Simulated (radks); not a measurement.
These are the eigenvalues of the occupied orbitals of an atom or ion with whole-number occupations (hartree). Method: scalar-relativistic Kohn-Sham, SOGGA, spin-unpolarised, spherical densities, point nucleus; computed with a radial shooting solver on a logarithmic mesh with Libxc functionals.

orbital  eigenvalue
1s        -403.2133
2s        -51.09822
2p        -44.75811
3s         -6.90926
3p         -4.97242
3d         -1.80406
4s         -1.07045

Which element is it, and in what charge state? The configuration may be excited.

Answer. Z = 32, germanium, charge +2: Ge2+ in [Ar] 3d10 4s2. The list shows which subshells hold electrons but not how many an open one holds; the 1s level, -403.21 hartree, gives Z - s = 28.4 by -(Z - s)^2/2, which with screening and relativity narrows Z to a few neighbours, and the depths of the outer levels then fix element, charge and occupations together.
